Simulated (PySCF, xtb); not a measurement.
CH3Li, SMILES [Li][CH3].

GFN2-xTB (xtb) at its own geometry gives an orbital gap of 3.21 eV and a dipole moment of 4.40 D.

Geometry: PBE0-D3(BJ)/def2-TZVPD. The isomer is the one that the SMILES or the coordinates give; other isomers of the formula were not compared.

Question: What does PySCF with B3LYP/def2-TZVPD give? (Estimate from the structure and the level; the computed values follow.)

Answer: gap 3.51 eV (levels -4.86 and -1.35 eV), dipole 5.57 D.
